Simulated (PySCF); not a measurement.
CrNI₃, singlet: molecular constants

Method: PySCF, PBE0, basis Cr def2-SVP, N def2-SVP, I def2-SVP with ECP28 (scalar-relativistic core potentials, no spin–orbit coupling, density fitting).

The structure is a minimum.

* Point group: C3v
* Bond lengths: Cr–I 2.465 Å (×3), Cr–N 1.475 Å
* Bond angles: I–Cr–I 113.7° (×3), I–Cr–N 104.9° (×3)
* Heat capacity Cp at 298.15 K: 94.1 J/(mol K)
* Rotational symmetry number: 3
* Highest occupied level: -7.76 eV
* Lowest empty level: -4.64 eV
* Principal polarisabilities: 79.1, 154.8, 154.8 bohr³
* Dipole moment: 0.79 D
* Rotational constants: 0.0146, 0.0146, 0.007804 cm⁻¹
* Zero-point energy: 17.5 kJ/mol
* Enthalpy at 298.15 K above 0 K: 22.10 kJ/mol
* Principal quadrupole moments (Buckingham, traceless) about the centre of mass: -6.67, 3.33, 3.33 D Å
* Atomisation energy without zero-point energy: 929 kJ/mol
* Entropy at 298.15 K and 1 bar: 401.1 J/(mol K)

Harmonic modes (masses in u: Cr 51.941, N 14.003, I 126.904):
```
symmetry  ω (cm⁻¹)  IR (km/mol, summed over degenerate members)   μ (u)     type
       e        56                                          0.6  101.19     bend
      a1        98                                          0.3   59.90     bend
      a1       210                                          0.1   54.60    mixed
       e       237                                         13.9   17.46     bend
       e       364                                         85.0   40.04    mixed
      a1      1306                                         42.3   16.60  stretch
```

In C3v the vibrations span 3e + 3a1.

Charges (e):
```tsv
atom	Mulliken	Löwdin	polar tensor	Mayer order to Cr1
Cr1	-0.03	-0.69	1.16	–
N2	-0.15	0.14	-0.25	2.77
I3,4,5	0.06	0.18	-0.30	1.35
```

Mulliken populations on Cr1: s 6.30, p 12.91, d 4.81, f 0.01.

Formally Cr is in oxidation state +6, d0. The polar-tensor charge on Cr, 1.16, is far below the formal one.

Stability towards spin polarisation was not tested. This need not be the most stable arrangement of these atoms.

The final relaxation and frequency run took 3 min on 4 threads of a shared Arm Neoverse V1 host, with 123 basis functions and 16 gradients; the process peaked at 1.5 GiB.
